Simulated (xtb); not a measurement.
I$_{3}$Sn (SMILES [I][Sn]([I])[I]), doublet, at a GFN2-xTB geometry (such geometries of metal compounds can be far from the true shape) (the spin is typed, not shown lowest).

The xtb input:
```
$ xtb mol.xyz --gfn 1 --uhf 1 --alpb cs2 --json

# file mol.xyz
4

Sn     0.19653030     0.57148953     0.38176177
I      2.43186578    -0.56487896    -0.82720222
I     -0.99716560    -1.30886706     2.05179207
I     -1.62010612     1.33460495    -1.58474247
```

Problem. What does this run give for the dipole moment, partial charges in atom order, total energy?

Solution. 
| Quantity | Value |
|---|---|
| dipole moment | 2.50 D |
| partial charges in atom order | Sn1 0.19, I2 -0.06, I3 -0.06, I4 -0.06 |
| total energy | -14.4808 Eh |
